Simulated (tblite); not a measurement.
C4H11BS.
Structure used (GFN2-xTB), in Å, numbered top down from 1:
```xyz
17
C4H11BS angstrom
C      3.1340   -0.2411    0.5731
S      1.5676    0.4151    1.2196
C      0.4193   -0.3697    0.0217
B     -1.0897    0.0869    0.1882
C     -2.2319   -0.9633   -0.0885
C     -1.4195    1.5691    0.5864
H      3.1076   -1.3278    0.5841
H      3.9207    0.1172    1.2286
H      3.2981    0.1244   -0.4374
H      0.5703   -1.4473    0.1029
H      0.7695   -0.0575   -0.9665
H     -2.0300   -1.9307    0.3673
H     -2.3015   -1.1477   -1.1611
H     -3.2139   -0.6335    0.2404
H     -0.6386    2.2763    0.3174
H     -2.3674    1.9265    0.1897
H     -1.5015    1.6151    1.6736
```

Level: GFN2-xTB in tblite, geometry and Hessian alike; calculated harmonic values, unscaled, isolated species. The method is semi-empirical: single wavenumbers can be off by several per cent or more. One conformer, not necessarily the lowest. The optimisation stopped once no atom felt more than 0.01 eV/Å.

Lowest wavenumbers of the output (negative numbers stand for imaginary wavenumbers):
```
mode    cm-1
  1     -52.8
  2      20.9
  3      52.8
  4      79.2
  5     128.8
  6     156.4
  7     218.6
  8     287.6
  9     308.9
 10     369.5
 11     645.5
 12     693.5
 13     726.7
 14     735.5
 15     752.5
```

Question: Is this structure a minimum?

Answer: Not by this Hessian. 1 mode is imaginary beyond 20i (53i cm⁻¹), so at this level the point lies at or near a first-order saddle. The curvature is small, so loose convergence or finite differences may be the whole cause.

Question: Which atoms move in the imaginary mode?

Answer: 53i: H13 (methyl hydrogen) 36 %, H12 (methyl hydrogen) 30 %, H14 (methyl hydrogen) 17 %. These are shares of the mass-weighted motion.

Question: What is the remedy?

Answer: Step along that mode in both directions, optimise again with tighter thresholds and repeat the frequencies. The zero-point energy of this point (88.2 kcal/mol) counts the 44 real modes alone, and thermal corrections from it aren't those of a minimum.

On an Arm Neoverse N1 with one thread, shared host with 64 logical CPUs at a one-minute load of 20, this took 0.7 s of wall time. The figure is for the frequency step alone.
